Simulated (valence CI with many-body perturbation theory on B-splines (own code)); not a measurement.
**E1 transitions of Xe²²⁺**

Method: relativistic CI+MBPT: four valence electrons over a frozen Dirac-Fock core [Ar] 3d10, radial functions for each j: 11 s, 11 p, 9 d, 7 f, 5 g, 2 h, 1 i, with the one-electron correlation potential Σ1, the two-electron term Σ2, the three-electron term Σ3, Breit, model QED; selected CI, second order for the rest (own B-spline code, finite nucleus).

No measured levels were compared; by estimate levels hold to about 250 cm⁻¹ or 0.2 % of their energy and the worst to 1 %, as in measured heavy ions of charge 2 to 7; those with d or f electrons hold less well.

Lines 151 to 200 of 222 in falling wavelength, among levels below 1533000 cm⁻¹, chosen from the strongest by gf and those to the six lowest levels. Wavelengths and rates use the calculated energies, so an error of 2000 cm⁻¹ moves a line at 126.8 Å by 0.25 % and its rate by three times that or more. Electric multipoles are in the length gauge, E1 and E2 with the static RPA response of the core. Weak lines are less certain than strong ones. Lines between different terms over intervals too small for the method are left out, as are lines whose strength nearly cancels. Where a level lies close to another of its J and parity, the split of strength between their lines is uncertain. The highest levels of a list are the least certain.

Levels are named by their leading jj configuration (3d3/2^4 stands for four electrons in 3d with j = 3/2), which in mixed levels can hold well under half, so a name can repeat and another be missing. Letters in brackets count levels of one name in rising energy.

```tsv
λ vac (Å)	Upper	Lower	A (s⁻¹)	S (a.u.)
126.8	(4s 4p3/2^3) J=1	(4s^2 4p1/2 4p3/2) J=1	7.55e+10	2.28e-01
126.6	(4s 4p1/2 4p3/2 4d5/2) J=3 [d]	(4s 4p1/2 4p3/2^2) J=3	2.33e+10	1.64e-01
126.6	(4s 4p3/2^2 4d3/2) J=3	(4s 4p1/2 4p3/2^2) J=2 [b]	1.39e+10	9.73e-02
126.1	(4s 4p1/2 4p3/2 4d3/2) J=3 [a]	(4s 4p1/2^2 4p3/2) J=2	1.64e+10	1.14e-01
124.8	(4s 4p1/2^2 4d5/2) J=2	(4s 4p1/2^2 4p3/2) J=2	1.36e+10	6.51e-02
124.6	(4s 4p3/2^2 4d3/2) J=2 [b]	(4s 4p1/2 4p3/2^2) J=2 [b]	6.93e+10	3.31e-01
124.4	(4s 4p3/2^2 4d3/2) J=1 [b]	(4s 4p1/2 4p3/2^2) J=2 [b]	4.67e+10	1.33e-01
123.9	(4s 4p3/2^2 4d3/2) J=2 [b]	(4s 4p1/2 4p3/2^2) J=1 [a]	2.19e+10	1.03e-01
123.6	(4s^2 4p3/2 4d5/2) J=3	(4s^2 4p3/2^2) J=2	2.68e+11	1.75e+00
122.9	(4s 4p1/2 4p3/2 4d3/2) J=2 [c]	(4s 4p1/2^2 4p3/2) J=1	1.97e+10	9.05e-02
122.8	(4s 4p1/2 4p3/2 4d5/2) J=1 [a]	(4s 4p1/2^2 4p3/2) J=1	8.58e+10	2.35e-01
122.5	(4s 4p1/2 4p3/2 4d5/2) J=3 [c]	(4s 4p1/2 4p3/2^2) J=2 [a]	1.80e+10	1.14e-01
122.1	(4s 4p3/2^2 4d5/2) J=4	(4s 4p1/2 4p3/2^2) J=3	3.08e+10	2.49e-01
121.5	(4s 4p1/2 4p3/2 4d5/2) J=3 [e]	(4s 4p1/2 4p3/2^2) J=3	1.67e+10	1.03e-01
121.5	(4s 4p1/2 4p3/2 4d5/2) J=3 [d]	(4s 4p1/2 4p3/2^2) J=2 [a]	1.33e+11	8.26e-01
121.4	(4s 4p3/2^2 4d3/2) J=1 [b]	(4s 4p1/2 4p3/2^2) J=0	1.75e+10	4.63e-02
121.0	(4s^2 4p3/2 4d5/2) J=1	(4s^2 4p3/2^2) J=2	4.68e+05	1.23e-06
119.7	(4s 4p3/2^2 4d3/2) J=2 [a]	(4s 4p1/2 4p3/2^2) J=3	3.31e+10	1.40e-01
117.9	(4s 4p1/2 4p3/2 4d5/2) J=2 [a]	(4s 4p1/2^2 4p3/2) J=2	1.91e+09	7.70e-03
117.6	(4s 4p1/2 4p3/2 4d5/2) J=3 [a]	(4s 4p1/2^2 4p3/2) J=2	1.17e+11	6.59e-01
117.5	(4s 4p3/2^2 4d3/2) J=3	(4s 4p1/2 4p3/2^2) J=3	1.47e+11	8.24e-01
117.1	(4s^2 4p3/2 4d3/2) J=2	(4s^2 4p1/2 4p3/2) J=2	1.22e+11	4.82e-01
116.8	(4s 4p1/2 4p3/2 4d5/2) J=2 [b]	(4s 4p1/2 4p3/2^2) J=2 [a]	1.03e+10	4.07e-02
116.7	(4s 4p1/2 4p3/2 4d5/2) J=3 [e]	(4s 4p1/2 4p3/2^2) J=2 [a]	1.23e+10	6.75e-02
116.4	(4s 4p1/2 4p3/2 4d3/2) J=1 [c]	(4s 4p1/2^2 4p3/2) J=1	7.27e+10	1.70e-01
116.3	(4s 4p3/2^2 4d3/2) J=1 [a]	(4s 4p1/2 4p3/2^2) J=2 [a]	9.32e+10	2.17e-01
115.8	(4s 4p3/2^2 4d3/2) J=2 [b]	(4s 4p1/2 4p3/2^2) J=3	1.88e+10	7.19e-02
115.5	(4s 4p1/2 4p3/2 4d5/2) J=2 [c]	(4s 4p1/2 4p3/2^2) J=2 [a]	2.32e+10	8.83e-02
115.1	(4s 4p3/2^2 4d3/2) J=2 [a]	(4s 4p1/2 4p3/2^2) J=2 [a]	9.21e+10	3.46e-01
114.7	(4s^2 4p3/2 4d3/2) J=3	(4s^2 4p1/2 4p3/2) J=2	2.70e+11	1.41e+00
114.6	(4s 4p1/2 4p3/2 4d5/2) J=3 [b]	(4s 4p1/2^2 4p3/2) J=2	9.51e+10	4.95e-01
114.5	(4s 4p1/2 4p3/2 4d3/2) J=2 [b]	(4s 4p1/2^2 4p3/2) J=2	2.26e+11	8.37e-01
114.4	(4s^2 4p3/2 4d3/2) J=2	(4s^2 4p1/2 4p3/2) J=1	1.31e+11	4.85e-01
114.2	(4s^2 4p3/2 4d3/2) J=1	(4s^2 4p1/2 4p3/2) J=2	4.19e+10	9.24e-02
113.9	(4s 4p1/2 4p3/2 4d3/2) J=1 [b]	(4s 4p1/2^2 4p3/2) J=2	2.65e+11	5.80e-01
113.0	(4s 4p3/2^2 4d3/2) J=3	(4s 4p1/2 4p3/2^2) J=2 [a]	1.31e+11	6.53e-01
113.0	(4s 4p1/2 4p3/2 4d3/2) J=3 [b]	(4s 4p1/2^2 4p3/2) J=2	1.41e+03	7.03e-09
113.0	(4s^2 4p3/2 4d3/2) J=0	(4s^2 4p1/2 4p3/2) J=1	2.30e+11	1.64e-01
112.8	(4s 4p1/2 4p3/2 4d3/2) J=2 [c]	(4s 4p1/2^2 4p3/2) J=2	5.61e+10	1.99e-01
112.8	(4s 4p1/2 4p3/2 4d3/2) J=0 [b]	(4s 4p1/2^2 4p3/2) J=1	1.59e+11	1.12e-01
112.7	(4s 4p1/2 4p3/2 4d5/2) J=1 [a]	(4s 4p1/2^2 4p3/2) J=2	1.87e+10	3.97e-02
112.4	(4s^2 4p1/2 4d3/2) J=1	(4s^2 4p1/2^2) J=0	2.26e+11	4.76e-01
112.3	(4s 4p1/2 4p3/2 4d3/2) J=2 [d]	(4s 4p1/2^2 4p3/2) J=1	1.33e+11	4.67e-01
112.1	(4s^2 4p3/2 4d5/2) J=2	(4s^2 4p1/2 4p3/2) J=2	2.69e+10	9.36e-02
111.7	(4s^2 4p3/2 4d3/2) J=1	(4s^2 4p1/2 4p3/2) J=1	1.58e+11	3.26e-01
111.4	(4s 4p3/2^2 4d3/2) J=2 [b]	(4s 4p1/2 4p3/2^2) J=2 [a]	7.05e+10	2.40e-01
111.2	(4s 4p1/2 4p3/2 4d5/2) J=2 [b]	(4s 4p1/2^2 4p3/2) J=1	1.15e+11	3.89e-01
111.2	(4s 4p3/2^2 4d3/2) J=1 [b]	(4s 4p1/2 4p3/2^2) J=2 [a]	8.43e+10	1.72e-01
110.8	(4s 4p3/2^3) J=1	(4s^2 4p1/2^2) J=0	6.46e+10	1.30e-01
110.7	(4s 4p3/2^2 4d3/2) J=1 [a]	(4s 4p1/2^2 4p3/2) J=1	9.55e+10	1.92e-01
```
